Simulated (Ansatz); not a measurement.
Al3P4⁻. The state is a singlet with charge -1. Geometry r2SCAN-D4/def2-SVPD, that of the charge -1 singlet.

```csv
atom,x (Å),y (Å),z (Å)
Al1,0.2275,0.7549,-1.4355
Al2,0.3135,0.4023,1.5555
Al3,-0.3916,-1.4565,-0.1608
P4,0.3468,-1.8169,1.9801
P5,0.2263,-1.3061,-2.3634
P6,-1.4377,1.1140,0.1726
P7,0.7153,2.3083,0.2516
```

The structure comes from a short search, and lower isomers may exist.

(1) Estimate the orbital energies around the gap (eV) in Ansatz with PBE-D4/def2-TZVPD, r2SCAN-D4/def2-TZVPD, PBE0-D4/def2-TZVPD.

Answers

(1) 
```
orbital  PBE-D4/def2-TZVPD  r2SCAN-D4/def2-TZVPD  PBE0-D4/def2-TZVPD
 HOMO−5              -2.54                 -2.78               -3.46
 HOMO−4              -2.41                 -2.62               -3.30
 HOMO−3              -2.20                 -2.40               -3.13
 HOMO−2              -1.82                 -2.03               -2.74
 HOMO−1              -1.27                 -1.42               -2.08
   HOMO              -0.80                 -0.95               -1.59
   LUMO              -0.03                  0.01                0.53
 LUMO+1               0.92                  1.04                1.59
 LUMO+2               1.50                  1.66                2.14
 LUMO+3               1.59                  1.78                2.23
 LUMO+4               1.76                  1.94                2.49
 LUMO+5               2.69                  3.02                3.24
 β HOMO              -0.80                 -0.95               -1.59
 β LUMO              -0.03                  0.01                0.53
```
